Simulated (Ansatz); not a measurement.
C₂H₄B₂O (`BC#CBO`), relaxed with RKS PBE0-D4/def2-TZVP in the Gaussian-basis code of Ansatz from a PBE-D4/def2-SVP geometry. The force threshold is 0.005 eV/Å; the program also tests the step.

Charge 0, multiplicity 1.

Start:

```xyz
9

B     1.439    1.067   -1.829
C     0.626    0.466   -0.727
C    -0.059   -0.041    0.184
B    -0.844   -0.613    1.356
O    -1.885   -1.461    1.128
H     2.422    0.488   -2.248
H     1.118    2.138   -2.309
H    -0.515   -0.292    2.488
H    -2.301   -1.753    1.959
```

```tsv
step	energy (eV)	largest force (eV/Å)	largest move (Å)
1	-5533.3965	1.686	0.000
2	-5533.4501	0.209	0.034
3	-5533.4523	0.045	0.009
4	-5533.4524	0.044	0.004
5 (rejected)	-5533.4524	0.057	0.003
6	-5533.4525	0.017	0.002
7	-5533.4527	0.012	0.009
8	-5533.4527	0.001	0.001
```

End:

```xyz
9

B     1.425    1.058   -1.816
C     0.618    0.462   -0.714
C    -0.051   -0.033    0.180
B    -0.828   -0.602    1.351
O    -1.863   -1.438    1.118
H     2.392    0.486   -2.219
H     1.101    2.104   -2.290
H    -0.506   -0.295    2.465
H    -2.287   -1.741    1.924
```

Hardware: 2 threads of an Arm Neoverse V1 on a shared host. Wall time 31 s, peak host memory 0.35 GiB.
